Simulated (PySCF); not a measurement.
C2H7ClOSn, SMILES [CH3][Sn]([CH3])([OH])[Cl].

Coordinates come from a PBE-D3(BJ)/def2-SVP optimisation. The def2 effective core potentials stand for the cores of Sn; spin–orbit coupling is left out. The values are those of a single conformer.

Vertical ionisation energy (IE) and electron affinity (EA) in eV. Rows of orbital energies are one-electron estimates. Where ΔSCF, EOM or ADC give a negative EA the extra electron is unbound and the value depends on the basis.

```json
[
 {"level": "−ε(HOMO), −ε(LUMO), M06-2X/def2-TZVP (PySCF)", "IE": "9.36", "EA": "-0.20"},
 {"level": "−ε(HOMO), −ε(LUMO), PBE/def2-TZVP (PySCF)", "IE": "…", "EA": "…"}
]
```

Q: What belongs in the gaps? (Estimate from the structure and the level; the computed values follow.)

A: 
- −ε(HOMO), −ε(LUMO), PBE/def2-TZVP (PySCF), IE: 6.69
- −ε(HOMO), −ε(LUMO), PBE/def2-TZVP (PySCF), EA: 1.72
